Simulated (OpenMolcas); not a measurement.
## P+: effect of the active space

```json
{"Program": "OpenMolcas 26.06", "Method": "MS-CASPT2 or its RAS form, IPEA 0.25 Eh, imaginary shift 0.1 Eh", "Basis": "ANO-RCC", "Scalar Hamiltonian": "DKH2, point nucleus", "Spin-orbit coupling": "state interaction with AMFI integrals over the reference wave functions, term energies averaged over their components"}
```

A. 2 electrons in 9 orbitals (RAS2 3p; RAS3 3d 4s, at most 1 electron); 2S+1 = 3 even, 3 roots; 2S+1 = 1 even, 6 roots; 2S+1 = 3 odd, 18 roots; 2S+1 = 1 odd, 18 roots; closed shells correlated: 2s 2p 3s; CASPT2 step about 40 core-seconds
B. 4 electrons in 9 orbitals (RAS2 3s 3p; RAS3 3d, at most 2 electrons); 2S+1 = 3 even, 6 roots; 2S+1 = 1 even, 11 roots; 2S+1 = 5 odd, 1 root; 2S+1 = 3 odd, 8 roots; 2S+1 = 1 odd, 8 roots; closed shells correlated: 2s 2p; CASPT2 step roughly 40 core-seconds

Energies in eV above 3s² 3p² ³P₀, the measured ground level; measured values from NIST Handbook of Basic Atomic Spectroscopic Data.

```json
{"Level": "3s² 3p² ³P₀", "A": "0.0000", "B": "0.0000", "Measured": "0.0000"}
{"Level": "3s² 3p² ³P₁", "A": "0.0181", "B": "0.0181", "Measured": "0.0204"}
{"Level": "3s² 3p² ³P₂", "A": "0.0523", "B": "0.0520", "Measured": "0.0582"}
{"Level": "3s² 3p² ¹D₂", "A": "1.066", "B": "1.095", "Measured": "1.1013"}
{"Level": "3s² 3p² ¹S₀", "A": "3.214", "B": "2.678", "Measured": "2.6750"}
```

Deviations, from unrounded energies. A percentage is the sum of absolute deviations over the sum of measured energies, with the sign that they share, or ± where signs differ.

```
                        Against measurement  Levels      A      B
             mean absolute deviation (cm-1)       4   1200     35
      fine structure of the ground term (%)       2  -10.4  -10.9
other terms of the ground configuration (%)       2  ±15.2   ±0.2
```

B lies closest to measurement on these levels. The largest miss of B in the table is 3s² 3p² ³P₂, by -50 cm-1. The ranking rests on the paired levels alone, and a cruder setting can come out closer through cancelling errors.

Between A and B the level of the table that moves most is 3s² 3p² ¹S₀, by 4300 cm-1 (lowest in B, highest in A). Moves below CASPT2's spread within the term are not significant.

CASPT2 does not keep the components of a term degenerate, so their means are used; among the terms shown or strongly mixed into the levels shown the widest spread is 160 cm-1 (3s² 3p² ¹D, A). Over all roots computed the reference weight is 0.90 to 0.96 in A, 0.92 to 0.99 in B; the roots of lowest weight are the least certain, and an intruder state may touch them. With the s shell closed, the reference lacks s² → p² mixing (holds for A). Some terms miss by over 15 % even with CASPT2, which points to a basis or an active space too small for the shells correlated (holds for A). The run also gave levels led by 3s 3p² 3d, 3s² 3p 3d, which use shells meant for correlation; these and all levels above them are left out (holds for B). Measured partners are found by configuration, term and J. A level has none where our copy of the source lacks it or the pairing is in doubt (some pairs that miss far off the trend of their configuration count as doubtful), and it then counts in no deviation. Levels of configurations outside the active space are missing. Levels that lie high or do not pair safely by name in every column are left out.
